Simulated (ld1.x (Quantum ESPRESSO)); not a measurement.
**An all-electron radial function and its pseudo partner (Ga)**

Columns: radius, all-electron u(r) and pseudo u(r) of the 4s shell (level -10.04 eV) of gallium in the configuration [Ar] 3d10 4s1 4p2; PBE, scalar-relativistic, ultrasoft scheme, ld1.x (Quantum ESPRESSO) 7.5.

```json
{"r (bohr)": "0.108", "all-electron": "-0.1550", "pseudo": "-0.0713"}
{"r (bohr)": "0.215", "all-electron": "-0.1078", "pseudo": "-0.1411"}
{"r (bohr)": "0.322", "all-electron": "0.1507", "pseudo": "-0.2095"}
{"r (bohr)": "0.430", "all-electron": "0.3048", "pseudo": "-0.2762"}
{"r (bohr)": "0.538", "all-electron": "0.3098", "pseudo": "-0.3399"}
{"r (bohr)": "0.645", "all-electron": "0.2160", "pseudo": "-0.3996"}
{"r (bohr)": "0.752", "all-electron": "0.0753", "pseudo": "-0.4552"}
{"r (bohr)": "0.860", "all-electron": "-0.0790", "pseudo": "-0.5067"}
{"r (bohr)": "0.968", "all-electron": "-0.2258", "pseudo": "-0.5533"}
{"r (bohr)": "1.075", "all-electron": "-0.3539", "pseudo": "-0.5943"}
{"r (bohr)": "1.182", "all-electron": "-0.4612", "pseudo": "-0.6298"}
{"r (bohr)": "1.290", "all-electron": "-0.5480", "pseudo": "-0.6601"}
{"r (bohr)": "1.398", "all-electron": "-0.6144", "pseudo": "-0.6846"}
{"r (bohr)": "1.505", "all-electron": "-0.6622", "pseudo": "-0.7033"}
{"r (bohr)": "1.612", "all-electron": "-0.6946", "pseudo": "-0.7163"}
{"r (bohr)": "1.720", "all-electron": "-0.7140", "pseudo": "-0.7237"}
{"r (bohr)": "1.828", "all-electron": "-0.7222", "pseudo": "-0.7256"}
{"r (bohr)": "1.935", "all-electron": "-0.7213", "pseudo": "-0.7220"}
{"r (bohr)": "2.042", "all-electron": "-0.7131", "pseudo": "-0.7131"}
{"r (bohr)": "2.150", "all-electron": "-0.6989", "pseudo": "-0.6989"}
{"r (bohr)": "2.258", "all-electron": "-0.6800", "pseudo": "-0.6800"}
{"r (bohr)": "2.365", "all-electron": "-0.6578", "pseudo": "-0.6578"}
{"r (bohr)": "2.472", "all-electron": "-0.6330", "pseudo": "-0.6330"}
{"r (bohr)": "2.580", "all-electron": "-0.6061", "pseudo": "-0.6061"}
{"r (bohr)": "2.688", "all-electron": "-0.5780", "pseudo": "-0.5780"}
{"r (bohr)": "2.795", "all-electron": "-0.5495", "pseudo": "-0.5495"}
```

(1) How many radial nodes do the two functions have?

(2) At about which radius was the pseudo-wave matched?

(3) Where does each function peak?

(4) Is the pseudo-wave norm-conserving?

Results:

(1) The all-electron 4s function has n − l − 1 = 3 (the table is too coarse to show those close to the nucleus); the pseudo-wave has 0, since the states of the same l below it are removed with the core.

(2) 2.10 bohr, where the columns begin to agree (steps of 0.11 bohr).

(3) Outermost all-electron maximum near 1.83 bohr, pseudo maximum near 1.83 bohr (to the table’s step).

(4) No, it belongs to an ultrasoft set: the norm inside the radius is not constrained, and the difference is carried by the augmentation charge.
